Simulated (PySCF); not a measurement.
C₉H₁₄O.
Structure used (PBE0-D3(BJ)/def2-SVP), in Å, numbered top down from 1:
```
atom  x, y, z in Å
C1    -3.2524   -0.5128    0.4164
C2    -1.9879   -0.3475    0.0243
C3    -1.4775    0.7514   -0.8794
C4     0.0246    0.8352   -0.5824
C5     0.3121    1.6997    0.6396
C6     0.3773   -0.6636   -0.3627
C7     1.7148   -0.8606    0.3224
C8     2.9413   -0.6315   -0.5250
O9     1.7970   -1.1715    1.4871
C10   -0.8155   -1.2202    0.4150
H11   -3.5436   -1.3450    1.0631
H12   -4.0402    0.1790    0.1059
H13   -1.6273    0.4526   -1.9323
H14   -2.0033    1.7075   -0.7363
H15    0.5755    1.2392   -1.4469
H16   -0.0244    2.7327    0.4649
H17   -0.2126    1.3240    1.5314
H18    1.3856    1.7341    0.8796
H19    0.4351   -1.1286   -1.3626
H20    3.8340   -0.5851    0.1109
H21    3.0487   -1.4672   -1.2354
H22    2.8481    0.2871   -1.1238
H23   -0.9934   -2.2860    0.2072
H24   -0.6033   -1.1461    1.4939
```

Level of theory: PBE0-D3(BJ)/def2-SVP geometry optimisation, gas phase in PySCF 2.14.0.

Take the most abundant isotopes and a rigid rotor. The values belong to one conformer with, in the numbering `[CH2:1]=[C:2]1[CH2:3][C@@H:4]([CH3:5])[C@@H:6]([C:7]([CH3:8])=[O:9])[CH2:10]1`, C4–C6–C7–C8 -75°, C1–C2–C3–C4 158°, C2–C3–C4–C5 -84°, C3–C4–C6–C7 -164°, C4–C6–C10–C2 27°.

Question: What are A, B and C (cm⁻¹)?

Answer: Ia = 210.08, Ib = 547.82, Ic = 624.08 u·Å²; 505379 MHz·u·Å²/I gives 2406, 922.5 and 809.8 MHz, that is A = 0.08024, B = 0.03077, C = 0.02701 cm⁻¹.

Question: What kind of rotor is it?

Answer: An asymmetric top; Ray's κ = -0.859.

Question: Is it planar, by Δ = Ic − Ia − Ib?

Answer: Not planar: Δ = Ic − Ia − Ib = -133.82 u·Å². For a rigid frame Δ = −2 Σ m c², so Σ m c² = 66.91 u·Å² lies off the ab plane: 19.96 from hydrogen and 46.95 from heavier atoms. The atom farthest from that plane is 1.91 Å away.

Question: Which types of transition are allowed, and where do some lines up to J = 2 fall?

Answer: The dipole components are |μa| = 0.00 D, |μb| = 1.91 D, |μc| = 2.06 D. The squared components, which scale the intensities, stand as 0.00 : 0.86 : 1.00 (a : b : c). Some lines, for components of 0.1 D or more:

```csv
type,branch,"J(Ka,Kc)",MHz,lower level (cm⁻¹)
c,Q,"2(1,2) ← 2(0,2)",1377,0.173
c,Q,"1(1,1) ← 1(0,1)",1483,0.058
b,Q,"1(1,0) ← 1(0,1)",1596,0.058
b,Q,"2(1,1) ← 2(0,2)",1715,0.173
b,R,"2(0,2) ← 1(1,1)",1975,0.107
b,R,"1(1,1) ← 0(0,0)",3215,0.000
c,R,"1(1,0) ← 0(0,0)",3328,0.000
c,Q,"2(2,1) ← 2(1,1)",4449,0.230
b,Q,"2(2,0) ← 2(1,1)",4455,0.230
b,Q,"2(2,1) ← 2(1,2)",4787,0.219
b,R,"2(1,2) ← 1(0,1)",4835,0.058
c,R,"2(1,1) ← 1(0,1)",5173,0.058
b,R,"2(2,1) ← 1(1,0)",8027,0.111
c,R,"2(2,0) ← 1(1,0)",8033,0.111
c,R,"2(2,1) ← 1(1,1)",8139,0.107
b,R,"2(2,0) ← 1(1,1)",8146,0.107
```

Question: Estimate the classical rotational partition function at 25 K, 50 K and 500 K.

Answer: Point group C1, symmetry number σ = 1; q = (√π/σ)·√((kT/h)³/(ABC)), k/h = 20836.6 MHz/K: 15700 at 25 K, 44500 at 50 K, 1410000 at 500 K.

PBE0-D3(BJ)/def2-SVP frequencies: not computed here. Constants of a rigid frame at the computed geometry: no zero-point averaging, no centrifugal distortion. A rigid rotor knows nothing of internal rotation, which can split or shift real lines.

The run took 2.1 min of wall time on an Arm Neoverse V2 with one thread, on a shared host. That covers the optimisation of the geometry.
